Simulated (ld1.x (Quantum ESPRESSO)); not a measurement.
**phosphorus: one change to an ultrasoft potential, before and after**

- Element: phosphorus (P)
- Generator: ld1.x (Quantum ESPRESSO) 7.5
- Type: ultrasoft
- Functional: LDA (PZ)
- Relativity: scalar-relativistic
- Frozen core: [Ne]
- Valence charge: 5
- Reference configuration: 3s2 3p3
- Partial waves: 3s (bound): rcut 1.40, rcutus 1.55 bohr; 3s channel at 1.7 Ry: rcut 1.40, rcutus 1.55 bohr; 3p (bound): rcut 1.20, rcutus 1.65 bohr; 3p channel at 2.8 Ry: rcut 1.20, rcutus 1.65 bohr
- Local potential: all-electron potential smoothed inside 1.20 bohr (lloc = -1)
- Core correction: none
- Augmentation charge: PSQ, radius 1.35 bohr

Change: type TM semilocal; waves now 3s (bound): rc 1.55 bohr; 3p (bound): rc 1.65 bohr; local potential the p channel.

Cutoffs: the cutoffs (Ry, on a coarse ladder) from which the occupation-weighted sum of valence levels, in a spherical-Bessel basis at the reference potential, stays within 10 and 1 mRy of its value at 400 Ry; they do not see the model core or the augmentation charge, which bear on the density cutoff. Errors are all-electron minus pseudo energies relative to the spin-unpolarised reference configuration.

Q: What does the change do?

A: The potential gets harder (15 Ry and 25 Ry → 21 Ry and 50 Ry); of the 9 tests that both files solve, the error grows in 5 and shrinks in 0 by more than 15 % and 0.3 meV (median size 6.4 → 11.7 meV); neither file shows a bound ghost. A semilocal file is local in each channel, so a ghost entry of none says nothing of the separable form that plane-wave codes build from it. Several settings change at once here, so the effects cannot be laid on one of them.

| quantity | base | changed |
| --- | --- | --- |
| cutoff, loose | 15 Ry | 21 Ry |
| cutoff, tight | 25 Ry | 50 Ry |
| loose cutoff by channel (10 mRy a level) | s 10 Ry, p 8 Ry | s 18 Ry, p 8 Ry |
| bound ghosts | none | none |
| error for 3s2 3p2, meV [ΔE 9.82 eV] | +1.4 | +3.8 |
| error for 3s2 3p1, meV [ΔE 29.07 eV] | +18 | +34 |
| error for 3s2 3p0, meV [ΔE 58.96 eV] | +90 | +140 |
| error for 3s2 3p2.5, meV [ΔE 3.82 eV] | 0.0 | +0.5 |
| error for 3s1 3p4, meV [ΔE 8.50 eV] | +2.4 | +2.6 |
| error for 3s1 3p3, meV [ΔE 18.89 eV] | +6.4 | +12 |
| error for 3s2 3p3.3, meV [ΔE -1.34 eV] | +0.1 | +0.2 |
| error for 3s2 3p3 (spin-polarised), meV [ΔE -1.51 eV] | +120 | +119 |
| error for 3s2 3p2 (spin-polarised), meV [ΔE 8.98 eV] | +81 | +83 |
| s: phases at 1.80 bohr within 0.05 rad from the reference energy up to (Ry; the scan ends near 5) | to the end of the scan | 4.8 |
| p: phases at 1.80 bohr within 0.05 rad from the reference energy up to (Ry; the scan ends near 5) | to the end of the scan | to the end of the scan |
